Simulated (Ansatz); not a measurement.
Born–Oppenheimer molecular dynamics of ClFH₂O₂Si (7 atoms, charge 0, multiplicity 1). It goes on from the last frame of an earlier run, with new velocities.

Level of theory: RKS B3LYP-D4/def2-SVP (Ansatz 0.2.0).

| Quantity | Value |
| --- | --- |
| ensemble | NVT, Langevin thermostat |
| time step | 1 fs |
| steps asked | 150 |
| set temperature | 1500 K |
| friction | 0.05 /fs |
| seed | 622706 |

First frame:

```xyz
7
Properties=species:S:1:pos:R:3
Si -0.119 0.038 -0.008
F -0.076 0.211 1.604
Cl 1.857 -0.203 -0.669
O -0.815 1.355 -0.619
H -1.108 2.023 0.016
O -0.933 -1.356 -0.420
H -0.533 -2.190 -0.125
```

(1) How far do the bonds stretch over the last three quarters of this one trajectory? (Pairs bonded in most of those frames.)

## Answers

(1) 
```json
{"bond": "Si1–F2", "mean (Å)": "1.639", "spread (Å)": "0.062", "shortest": "1.53", "longest": "1.77"}
{"bond": "Si1–Cl3", "mean (Å)": "2.109", "spread (Å)": "0.108", "shortest": "1.91", "longest": "2.32"}
{"bond": "Si1–O4", "mean (Å)": "1.654", "spread (Å)": "0.042", "shortest": "1.58", "longest": "1.74"}
{"bond": "Si1–O6", "mean (Å)": "1.636", "spread (Å)": "0.057", "shortest": "1.51", "longest": "1.75"}
{"bond": "O4–H5", "mean (Å)": "0.984", "spread (Å)": "0.053", "shortest": "0.89", "longest": "1.12"}
{"bond": "O6–H7", "mean (Å)": "0.972", "spread (Å)": "0.050", "shortest": "0.87", "longest": "1.09"}
```

Mean temperature of the second half: 1419 K. A run of 0.15 ps of so small a system gives no equilibrium averages.

Time of the run: 8.1 min on 1 thread of Arm Neoverse V1 (shared host), peak memory 0.17 GiB.
